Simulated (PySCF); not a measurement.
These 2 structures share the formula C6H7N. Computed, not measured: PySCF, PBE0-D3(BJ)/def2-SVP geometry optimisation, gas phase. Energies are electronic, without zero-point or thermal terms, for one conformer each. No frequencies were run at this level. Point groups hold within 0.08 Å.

Task: Order them by energy at this level, lowest first, and give relative energies in kcal/mol.
A. `CC1=CC=CC=N1` (2-methylpyridine)
B. `C(C#N)=C1CCC1`

Result: A (0.0), B (42.6).

As drawn, the lower has an aromatic ring, which the higher lacks; the higher has a four-membered ring, a C≡N group and a C=C bond outside aromatic rings, which the lower lacks.

| SMILES | E (Eh) | E rel (kcal/mol) | dipole (D) | point group | A, B, C (MHz) |
| --- | --- | --- | --- | --- | --- |
| Cc1ccccn1 | -287.06652 | 0.0 | 1.87 | Cs | 5716, 2638, 1826 |
| N#CC=C1CCC1 | -286.99870 | 42.6 | 4.72 | Cs | 8010, 1545, 1328 |

Task: How do the relative energies change in single points at CAM-B3LYP/def2-SVPD (no added dispersion term) on the same geometries?

Result: 
```json
{"SMILES": "Cc1ccccn1", "PBE0-D3(BJ)/def2-SVP (kcal/mol)": "0.0", "CAM-B3LYP/def2-SVPD (kcal/mol)": "0.0", "shift": "0.0"}
{"SMILES": "N#CC=C1CCC1", "PBE0-D3(BJ)/def2-SVP (kcal/mol)": "42.6", "CAM-B3LYP/def2-SVPD (kcal/mol)": "41.4", "shift": "-1.2"}
```

Each column counts from its own lowest isomer. The order is unchanged; the largest shift is 1.2 kcal/mol.
